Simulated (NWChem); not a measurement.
Molecule: CH4SZn; SMILES [CH3][Zn][SH]

```xyz
7

Zn     0.0141    -0.3335     0.0000
C      0.0049    -2.2719     0.0000
H     -0.4976    -2.6672    -0.8967
H     -0.5177    -2.6671     0.8852
H      1.0333    -2.6666     0.0116
S      0.0518     1.8561     0.0000
H     -1.2984     1.9395     0.0000
```
Atoms are numbered in this order, from 1.

Results from NWChem. All runs use the structure optimised with PBE0/def2-SVP. Total energies compare along this basis series because the functional is fixed.

| level | basis functions | energy (Ha) | highest occupied level (eV) | orbital gap (eV) | dipole (D) |
|---|---|---|---|---|---|
| PBE0/pcseg-1 | 83 | -2217.4676 | -7.09 | 6.82 | 2.26 |
| PBE0/aug-pcseg-1 | 133 | -2217.4761 | -7.14 | 6.43 | 1.88 |
| PBE0/pcseg-2 | 176 | -2217.7658 | -7.09 | 6.77 | 2.01 |
| PBE0/STO-3G | 36 | -2192.0074 | -0.60 | 2.82 | 0.71 |
| PBE0/def2-SVP | 83 | -2217.2803 | -6.79 | 6.68 | 1.97 |
